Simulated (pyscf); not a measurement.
HO–Sn(OH)(OH)–O–GeH₃ (SMILES [OH][Sn]([OH])([OH])[O][GeH3]) -> HO–GeH₂–OH (SMILES [OH][GeH2][OH]) + HO–Sn:–OH (SMILES [OH][Sn][OH]) [singlet], a multi-bond step (singlet surface; O–Sn, O–Sn, Ge–H broken, H–O, Ge–O formed). Structures and frequencies: ωB97X-D3(BJ)/def2-SVP in PySCF. Energies in eV from the reactant's lowest minimum found.

AM1 to PM7: differences of heats of formation from MOPAC, which are fitted to 298 K values and so differ in kind from electronic energies by zero-point and thermal terms. 

Quick PM6 single points give ΔE‡ = 2.21 eV and ΔE = -0.29 eV. What does ωB97M-D3(BJ)/def2-TZVP give, and how far is the quick result from it?

ωB97M-D3(BJ)/def2-TZVP gives ΔE‡ = 3.04 eV and ΔE = -0.30 eV. PM6 lies 0.83 eV under it in the barrier and 0.01 eV over it in the reaction energy, so on this step it does not hold to within 0.13 eV. ωB97M-D3(BJ)/def2-TZVP has limits of its own. On the product side the descent ends in a bound adduct (not fully relaxed), 0.60 eV under the separated species and 3.77 eV under the saddle at ωB97X-D3(BJ)/def2-TZVP. At ωB97X-D3(BJ)/def2-TZVP the barrier from the zero used here is 3.21 eV. This is the saddle that the search found; another between the same sides may lie lower. One closed-shell reference is unstable to symmetry breaking; treat the single-reference values with care. In the def2 sets elements up to Kr have no core potential. In the def2 sets elements past Kr carry core potentials, without spin-orbit coupling.
